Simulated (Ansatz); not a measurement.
```yaml
crystal:
  periodic: [false, false, false]
  atoms:
    - {symbol: O, position_ang: [0.777188, 0.657495, 0.384924]}
    - {symbol: B, position_ang: [-0.122777, -0.285650, 0.072415]}
    - {symbol: Cl, position_ang: [-0.309904, -1.655662, 1.137136]}
    - {symbol: Cl, position_ang: [-1.109941, -0.165273, -1.381706]}
    - {symbol: H, position_ang: [0.815333, 1.375391, -0.254168]}
basis:
  gaussian: {orbitals: pcseg-2}
total_charge: -1
magnetization: {spin_polarized: true, initial_magnetization: 1}
hamiltonian: {xc: {name: HF}, dispersion: d4}
output: {forces: true}
```

```sh
$ ansatz run in.yaml --threads 2 --pin off --events-out ev --progress --plain --max-ram 22528MiB --backend cpu
```

Shortened log:

```
Functional definition: HF
1152 factors; their error is unknown
mean field evaluation 1: about -27732.0522 eV, gradient 2.1e1 eV
mean field evaluation 2: about -27733.8774 eV, gradient 1.3e1 eV
mean field evaluation 4: about -27734.6278 eV, gradient 8.9e-1 eV
mean field evaluation 8: about -27734.6429 eV, gradient 7.2e-2 eV
mean field evaluation 32: about -27735.1550 eV, gradient 1.1e-1 eV
mean field evaluation 64: about -27735.0701 eV, gradient 1.1e0 eV
mean field evaluation 96: about -27734.6420 eV, gradient 1.6e-1 eV
mean field -27735.32036279 eV, -1019.2542236574 hartree, gradient 2.0e-5 eV, S^2 0.750867; 1 other end points of the search recorded, 0 dependent functions left out
reference -27735.32036279 eV, -1019.2542236574 hartree; 25, 24 occupied and 117, 118 virtual orbitals, 1152 factors
Total energy: -27735.80687228 eV, -1019.2721025510 hartree
Atom 0 at     0.777188     0.657495     0.384924 Å, force    -1.723875    -2.984292     0.534638 eV/Å
Atom 1 at    -0.122777    -0.285650     0.072415 Å, force     2.006905     2.708874     0.114134 eV/Å
Atom 2 at    -0.309904    -1.655662     1.137136 Å, force    -0.290355    -0.964020     0.534021 eV/Å
Atom 3 at    -1.109941    -0.165273    -1.381706 Å, force    -0.495476    -0.462320    -0.226859 eV/Å
Atom 4 at     0.815333     1.375391    -0.254168 Å, force     0.502801     1.701758    -0.955933 eV/Å
Dipole moment:    -0.917990    -1.564136     0.260644 e Å
```

It took 9 s on 2 threads of an AMD EPYC 7R13 on a shared host, with 0.57 GiB of host memory at the peak.
